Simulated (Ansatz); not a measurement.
Isolated molecules relaxed with PBE0-D4/def2-TZVP in Ansatz; ΔE leaves out vibrations. CCSD(T)/CBS adds triple-zeta CCSD(T) − MP2 to the extrapolated MP2 energy (def2 sets, frozen cores). DFT in def2-TZVPP. For Ge outer-core shells are correlated without core-valence functions, which leaves a few kJ/mol of doubt a bond. Scalar relativity is left out up to krypton. One conformer a species, not always the lowest.

Consider the ligand exchange at the Si–O bond: `[SiH3][O][GeH3]` + `C=C(S)Cl` → `C=C(Cl)S[SiH3]` + `[OH][GeH3]`.

```tsv
level	ΔE (kJ/mol)
r2SCAN	43.4
MP2/CBS(def2)	42.8
```

**Question.** What does CCSD(T)/CBS give? (An estimate is asked.)

**Answer.** Ansatz gave: +46.1 kJ/mol. The listed levels differ from it by -2.7, -3.3 kJ/mol.

Largest T1 diagnostic among the species: 0.012.

The D4 term adds −5.4 kJ/mol with B3LYP and −2.9 kJ/mol with PBE0; it sums over pairs of atoms, weighted by their polarisabilities, and B3LYP, whose exchange is more repulsive, gets the larger term. In def2-TZVPP, CCSD(T) changes the Hartree–Fock value by −22.2 kJ/mol (the triples alone add −4.4 kJ/mol) and MP2 by −25.5 kJ/mol.

B3LYP here is the variant with VWN-RPA as its local correlation; programs differ in this.
